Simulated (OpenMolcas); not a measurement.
An atom or ion with 40 electrons was computed by MS-RASPT2, IPEA 0.25 Eh, imaginary shift 0.1 Eh with spin-orbit coupling (OpenMolcas, ANO-RCC-VQZP, DKH2). The lowest levels that the run gave, each within 12 % of the measured value where one is at hand:

| J | Parity | E (cm-1) | g |
| --- | --- | --- | --- |
| 0 | even | 0.0 |  |
| 1 | even | 1214 | 1.500 |
| 2 | even | 2990 | 1.497 |
| 3 | even | 5000 | 1.494 |
| 4 | even | 7120 | 1.490 |
| 0 | even | 22180 |  |
| 4 | even | 24190 | 0.887 |
| 5 | even | 26940 | 1.056 |
| 1 | even | 27180 | 1.467 |
| 3 | even | 27990 | 0.916 |
| 6 | even | 28790 | 1.154 |
| 2 | even | 28940 | 0.695 |

Question: Which ion is it, and what are the configurations and terms?

Answer: Ag7+ (Z = 47, charge +7; active space 10 electrons in 8 orbitals (RAS1 4p, at most 2 holes; RAS2 4d)). J, parity and g give the terms where levels are pure, and mixed ones are named by the computed weights; the size of the splittings, set against known spectra of the 40-electron sequence, gives the charge. In order, with the measured energies in cm-1 (Atoms 5, 11 (2017), spectra Ag VII to Ag IX): 4d4 5D0, 4d4 5D1 (1340), 4d4 5D2 (3212), 4d4 5D3 (5292), 4d4 5D4 (7443), 4d4 3P0(1) (21309), 4d4 3H4 [71 %] (23302), 4d4 3H5 (26250), 4d4 3P1(1) (26526), 4d4 3G3 [52 %], 4d4 3H6 (28185), 4d4 3F2(1) (28051).

CASPT2 does not keep the components of a term degenerate, so their means are used; among the terms shown or strongly mixed into the levels shown the widest spread is 340 cm-1 (4d4 3H). Active for correlation alone: 4p; no level in the range computed is led by a configuration that opens it, so any true level of that kind is missing. Measured partners are found by configuration, term and J. A level has none where our copy of the source lacks it or the pairing is in doubt (some pairs that miss far off the trend of their configuration count as doubtful), and it then counts in no deviation. Levels of configurations outside the active space are missing.

A share in square brackets marks a mixed level and gives the weight of the term that names it. A number in round brackets counts repeated terms of one configuration in the order of the reference energies.
